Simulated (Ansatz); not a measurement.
CH$_{10}$AlNSi$_{2}$ (`C[SiH]([SiH3])[NH][AlH2]`), relaxed with RKS PBE0-D4/def2-TZVP in Ansatz from a PBE-D4/def2-SVP geometry. The force threshold is 0.005 eV/Å; the program also tests the step.

Charge 0, multiplicity 1.

Start:

```xyz
15

C     1.763   -0.419    1.067
Si   -0.005   -0.067    0.487
Si   -0.403    2.260    0.510
N    -0.318   -0.682   -1.140
Al   -1.434   -1.992   -1.683
H     1.927   -0.035    2.095
H     1.965   -1.510    1.068
H     2.506    0.067    0.402
H    -0.985   -0.764    1.397
H    -1.842    2.577    0.188
H    -0.065    2.893    1.838
H     0.455    2.923   -0.542
H     0.202   -0.184   -1.873
H    -2.243   -2.790   -0.563
H    -1.522   -2.277   -3.252
```

```json
{"step": "1", "energy (eV)": "-25032.6900", "largest force (eV/Å)": "0.596", "largest move (Å)": "0.000"}
{"step": "2", "energy (eV)": "-25032.7404", "largest force (eV/Å)": "0.305", "largest move (Å)": "0.030"}
{"step": "3", "energy (eV)": "-25032.7470", "largest force (eV/Å)": "0.065", "largest move (Å)": "0.031"}
{"step": "4", "energy (eV)": "-25032.7480", "largest force (eV/Å)": "0.034", "largest move (Å)": "0.019"}
{"step": "5", "energy (eV)": "-25032.7481", "largest force (eV/Å)": "0.058", "largest move (Å)": "0.027"}
{"step": "6", "energy (eV)": "-25032.7483", "largest force (eV/Å)": "0.039", "largest move (Å)": "0.019"}
{"step": "7", "energy (eV)": "-25032.7486", "largest force (eV/Å)": "0.005", "largest move (Å)": "0.017"}
{"step": "8", "energy (eV)": "-25032.7487", "largest force (eV/Å)": "0.019", "largest move (Å)": "0.011"}
{"step": "9", "energy (eV)": "-25032.7487", "largest force (eV/Å)": "0.010", "largest move (Å)": "0.011"}
{"step": "10", "energy (eV)": "-25032.7487", "largest force (eV/Å)": "0.004", "largest move (Å)": "0.011"}
{"step": "11", "energy (eV)": "-25032.7487", "largest force (eV/Å)": "0.005", "largest move (Å)": "0.008"}
{"step": "12", "energy (eV)": "-25032.7487", "largest force (eV/Å)": "0.006", "largest move (Å)": "0.006"}
{"step": "13", "energy (eV)": "-25032.7487", "largest force (eV/Å)": "0.004", "largest move (Å)": "0.002"}
```

End:

```xyz
15

C     1.759   -0.406    1.048
Si    0.014   -0.072    0.456
Si   -0.410    2.237    0.509
N    -0.283   -0.697   -1.135
Al   -1.434   -1.955   -1.654
H     1.903   -0.026    2.062
H     1.964   -1.480    1.051
H     2.495    0.078    0.401
H    -0.953   -0.764    1.355
H    -1.833    2.530    0.181
H    -0.107    2.833    1.842
H     0.440    2.935   -0.500
H     0.256   -0.255   -1.869
H    -2.299   -2.678   -0.546
H    -1.514   -2.279   -3.202
```

Run time 18 s (2 threads of an AMD EPYC 7R13 on a shared host and a share of an NVIDIA H100 80 GB); peak host memory 0.9 GiB.
